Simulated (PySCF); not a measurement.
Stepwise substitution at one centre (Ga SiH3-H). All species are isolated molecules in the gas phase. Strings in code marks are SMILES.

Level of theory: PBE-D3(BJ)/def2-TZVP // PBE0-D3(BJ)/def2-TZVP run with PySCF. All candidates: neutral, multiplicity 1. Excitations are Tamm–Dancoff values on a coarser integration grid. The basis has no diffuse functions, so Rydberg states are missing or too high.

```yaml
S1 excitation (TDA): 3.12 eV
HOMO–LUMO gap: 2.90 eV
T1 excitation (TDA): 2.62 eV
```

Question: Name which member has these values.
(A) `[SiH3][Ga]([SiH3])[SiH3]`
(B) `[SiH3][GaH2]`
(C) `[SiH3][GaH][SiH3]`

Answer: A, `[SiH3][Ga]([SiH3])[SiH3]`. The others give `[SiH3][GaH2]`: 3.90 eV, 3.63 eV, 3.29 eV; `[SiH3][GaH][SiH3]`: 3.37 eV, 3.10 eV, 2.79 eV
